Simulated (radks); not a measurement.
All-electron atom: O+ in [He] 2s2 2p3. Calculated with a radial shooting solver on a logarithmic mesh with Libxc functionals: scalar-relativistic Kohn-Sham, r2SCAN, spin-polarised, spherical densities, finite nucleus; open shells are filled with parallel spins first; meta-GGA in the generalised Kohn-Sham scheme; Fermi nuclear charge, rms radius 2.6991 fm.

Local quantities along the radius. ELF = 1/(1 + alpha^2) is the electron localisation function; alpha = (tau - tau_W)/tau_unif compares the Pauli kinetic energy density with that of the uniform gas (summed over spins); -r V(r) is the screened charge that the Kohn-Sham potential of spin up presents (atomic units). tau is taken from the large components.

| r (bohr) | ELF | alpha | -r V(r) |
|---|---|---|---|
| 0.006963 | 1.000 | 0.002914 | 7.934 |
| 0.007726 | 1.000 | 0.002957 | 7.923 |
| 0.008573 | 1.000 | 0.003008 | 7.911 |
| 0.009513 | 1.000 | 0.003066 | 7.897 |
| 0.01056 | 1.000 | 0.003132 | 7.882 |
| 0.01171 | 1.000 | 0.003209 | 7.866 |
| 0.013 | 1.000 | 0.003297 | 7.847 |
| 0.01442 | 1.000 | 0.003398 | 7.827 |
| 0.016 | 1.000 | 0.003515 | 7.804 |
| 0.01775 | 1.000 | 0.003651 | 7.778 |
| 0.0197 | 1.000 | 0.003808 | 7.750 |
| 0.02186 | 1.000 | 0.003991 | 7.718 |
| 0.02426 | 1.000 | 0.004206 | 7.683 |
| 0.02691 | 1.000 | 0.004459 | 7.644 |
| 0.02986 | 1.000 | 0.004759 | 7.601 |
| 0.0334 | 1.000 | 0.005148 | 7.550 |
| 0.03706 | 1.000 | 0.005585 | 7.496 |
| 0.04113 | 1.000 | 0.006117 | 7.438 |
| 0.04563 | 1.000 | 0.006768 | 7.373 |
| 0.05063 | 1.000 | 0.007576 | 7.302 |
| 0.05618 | 1.000 | 0.008590 | 7.224 |
| 0.06234 | 1.000 | 0.009880 | 7.140 |
| 0.06917 | 1.000 | 0.01155 | 7.048 |
| 0.07676 | 1.000 | 0.01374 | 6.948 |
| 0.08517 | 1.000 | 0.01666 | 6.841 |
| 0.0945 | 1.000 | 0.02065 | 6.726 |
| 0.1049 | 0.999 | 0.02621 | 6.604 |
| 0.1164 | 0.999 | 0.03416 | 6.476 |
| 0.1291 | 0.998 | 0.04579 | 6.341 |
| 0.1433 | 0.996 | 0.06329 | 6.202 |
| 0.159 | 0.992 | 0.09033 | 6.061 |
| 0.1764 | 0.983 | 0.1332 | 5.917 |
| 0.1957 | 0.960 | 0.2030 | 5.764 |
| 0.2172 | 0.908 | 0.3183 | 5.568 |
| 0.241 | 0.794 | 0.5101 | 5.274 |
| 0.2674 | 0.596 | 0.8226 | 4.951 |
| 0.2967 | 0.376 | 1.288 | 4.815 |
| 0.3292 | 0.223 | 1.867 | 4.647 |
| 0.3653 | 0.151 | 2.369 | 4.471 |
| 0.4053 | 0.137 | 2.505 | 4.332 |
| 0.4497 | 0.173 | 2.189 | 4.056 |
| 0.499 | 0.275 | 1.624 | 3.950 |
| 0.5537 | 0.445 | 1.116 | 3.810 |
| 0.6144 | 0.629 | 0.7679 | 3.630 |
| 0.6817 | 0.760 | 0.5624 | 3.422 |
| 0.7564 | 0.831 | 0.4512 | 3.204 |
| 0.8394 | 0.868 | 0.3894 | 2.998 |
| 0.9388 | 0.887 | 0.3565 | 2.798 |
| 1.042 | 0.893 | 0.3469 | 2.623 |
| 1.156 | 0.889 | 0.3538 | 2.457 |
| 1.283 | 0.876 | 0.3767 | 2.307 |
| 1.423 | 0.851 | 0.4184 | 2.172 |
| 1.579 | 0.809 | 0.4851 | 2.045 |
| 1.752 | 0.743 | 0.5878 | 1.914 |
| 1.944 | 0.643 | 0.7459 | 1.743 |
| 2.157 | 0.503 | 0.9944 | 1.500 |
| 2.394 | 0.339 | 1.398 | 1.303 |
| 2.656 | 0.188 | 2.075 | 1.111 |
| 2.947 | 0.086 | 3.269 | 1.123 |
| 3.27 | 0.033 | 5.455 | 1.161 |
| 3.629 | 0.011 | 9.686 | 1.146 |
| 4.026 | 0.003 | 18.40 | 1.114 |
| 4.468 | 0.001 | 37.67 | 1.079 |

On this mesh the ELF has minima near r = 0.41 bohr, which separate the shells, and maxima near 1.0 (0.89).

Self-consistent cycle (total energy in hartree, residual of the potential): 1: -74.490483, 1e+00; 2: -74.569389, 6e-01; 3: -74.616234, 1e-01; 4: -74.616739, 2e-02; 5: -74.616780, 3e-03; 6: -74.616782, 6e-04; 7: -74.616782, 3e-04; 8: -74.616782, 2e-04; 9: -74.616782, 1e-04; 10: -74.616782, 1e-05; 11: -74.616782, 2e-05; 12: -74.616782, 1e-05; 13: -74.616782, 8e-06; 14: -74.616782, 9e-06; 15: -74.616782, 2e-06; 16: -74.616782, 1e-06; 17: -74.616782, 6e-07.
